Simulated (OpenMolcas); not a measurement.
Co3+ with 6 ligands (chloride) in octahedral coordination (Oh). A charge of +0.5 e stands 2.4 Å behind each ligand. Ligand basis ANO-RCC-VDZP.

| Item | Value |
| --- | --- |
| Program | OpenMolcas |
| Method | CASSCF |
| Basis | ANO-RCC-VTZP [6s5p3d2f1g] |
| Scalar Hamiltonian | DKH2, point nucleus |
| Active space | 6 electrons in 5 orbitals (3d) |
| State averaging | 2S+1 = 5 even, 5 roots; 2S+1 = 3 even, 45 roots; 2S+1 = 1 even, 50 roots |
| Spin-orbit coupling | state interaction with AMFI integrals over the reference wave functions |

All ligands move together. At R = 2.25 Å the first state of the same spin is 9766 cm-1, and at R = 2.45 Å it is 5974 cm-1.

**Question.** A third run gives 7238 cm-1. What distance was it run at?

**Answer.** With a power law R^-n the two known points give n = -ln(5974 / 9766) / ln(2.45 / 2.25) = 5.77. Then R = 2.25 × (9766 / 7238)^(1/5.77) = 2.370 Å. The run was at 2.37 Å, so the estimate is off by 0 Å.

An orbital triplet at a regular site is open to Jahn-Teller coupling, which can distort the site and quench the lowest spin-orbit gaps and is left out. Without dynamic correlation the repulsion within the d shell is too large (B by tens of per cent), so at a given field states of lower spin stand too high. Ligand-to-metal charge-transfer states are missing. With no ligand orbital active B as a rule stays too high, so bands that hang on it stand too high and its fall with covalency is understated. With metal d orbitals alone and no dynamic correlation the field as a rule comes out too small, by tens of per cent, by up to half for chloride and softer ligands, and with too little covalency χT stands high. This shell can be high or low spin here, a state of another spin lies low, and with metal d orbitals alone active their balance is uncertain, so the ground spin may be wrong (holds for R = 2.25). CASSCF with metal d orbitals alone favours high spin, so a ground state of lower spin is not ruled out (holds for R = 2.37; R = 2.45). No measured value stands beside these numbers; the geometry is a model, was not optimised and need not be the one that this ion takes.
